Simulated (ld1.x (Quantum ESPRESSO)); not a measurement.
Se (Z = 34): one change to a TM potential, before and after

| Quantity | Value |
| --- | --- |
| Element | selenium |
| Generator | ld1.x (Quantum ESPRESSO) 7.5 |
| Type | norm-conserving Troullier–Martins (Kleinman–Bylander form) |
| Functional | PW91 |
| Relativity | scalar-relativistic |
| Frozen core | [Ar] 3d10 |
| Valence charge | 6 |
| Reference configuration | 4s2 4p2 (charge +2) |
| Partial waves | 4s (bound): rc 1.45 bohr; 4p (bound): rc 1.30 bohr |
| Local potential | all-electron potential smoothed inside 1.15 bohr (lloc = -1) |
| Core correction | a·sin(br)/r model core inside 0.90 bohr |

Change: all radii but the core radius scaled by about 0.76 (s 1.10, p 0.98 bohr); local potential all-electron potential smoothed inside 0.88 bohr (lloc = -1).

Cutoffs: the cutoffs (Ry, on a coarse ladder) from which the occupation-weighted sum of valence levels, in a spherical-Bessel basis at the reference potential, stays within 10 and 1 mRy of its value at 400 Ry; they do not see the model core or the augmentation charge, which bear on the density cutoff. Errors are all-electron minus pseudo energies relative to the spin-unpolarised reference configuration.

What does the change do?

The bound ghosts move from d, s to d, p, s; of the 7 tests that both files solve, the error grows in 4 and shrinks in 3 by more than 15 % and 0.3 meV (median size 4.8 → 17.5 meV).

```csv
quantity,base,changed
"cutoff, loose",60 Ry,over 300 Ry
"cutoff, tight",110 Ry,over 300 Ry
loose cutoff by channel (10 mRy a level),"s 40 Ry, p 50 Ry","s 70 Ry, p over 300 Ry"
bound ghosts,"s, d","p, s, d"
"error for 4s2 4p4, meV [ΔE -31.33 eV]",+2.6,+57
"error for 4s2 4p3, meV [ΔE -20.42 eV]",-0.3,+18
"error for 4s2 4p1, meV [ΔE 30.97 eV]",-22,-2.6
"error for 4s0 4p6, meV [ΔE -9.31 eV]",+8.6,+3.6
"error for 4s1 4p4, meV [ΔE -8.86 eV]",+3.9,+2.3
"error for 4s2 4p0, meV [ΔE 73.28 eV]",-139,-197
"error for 4s2 4p4.3, meV [ΔE -32.93 eV]",+4.8,+69
```

 A true bound ghost makes a file unfit for plane-wave use even where its test errors are small: the radial tests pick states by their node count and pass the ghost by.
